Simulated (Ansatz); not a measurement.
Spectroscopic constants of ZnO+, multiplicity 4 (an upper state: multiplicity 2 came lower at CCSD(T)/def2-TZVPP on PBE0 minima). No spin–orbit coupling. Zn is treated without relativity.

Seven points along R, fitted to fifth degree in 1/R; most abundant isotopes. In def2 and cc sets the state is the lowest found near the PBE0 minimum, followed along R.

Run with Ansatz (a first-principles code). 

```json
[
 {"level": "PBE/def2-TZVPP", "r_e (Å)": "2.372", "ω_e (cm⁻¹)": "205", "B_e (cm⁻¹)": "0.234", "ω_e x_e (cm⁻¹)": "2.3"},
 {"level": "PBE0/def2-TZVPP", "r_e (Å)": "2.356", "ω_e (cm⁻¹)": "215", "B_e (cm⁻¹)": "0.237", "ω_e x_e (cm⁻¹)": "2.5"},
 {"level": "wB97X-V/def2-TZVPP", "r_e (Å)": "2.356", "ω_e (cm⁻¹)": "217", "B_e (cm⁻¹)": "0.237", "ω_e x_e (cm⁻¹)": "2.5"},
 {"level": "CCSD/def2-TZVPP", "r_e (Å)": "2.367", "ω_e (cm⁻¹)": "202", "B_e (cm⁻¹)": "0.235", "ω_e x_e (cm⁻¹)": "3.5"},
 {"level": "CCSD(T)/def2-TZVPP", "r_e (Å)": "2.353", "ω_e (cm⁻¹)": "209", "B_e (cm⁻¹)": "0.238", "ω_e x_e (cm⁻¹)": "3.4"}
]
```

Correlated levels freeze the inner cores; with def2 sets outer-core shells near the valence are correlated too.
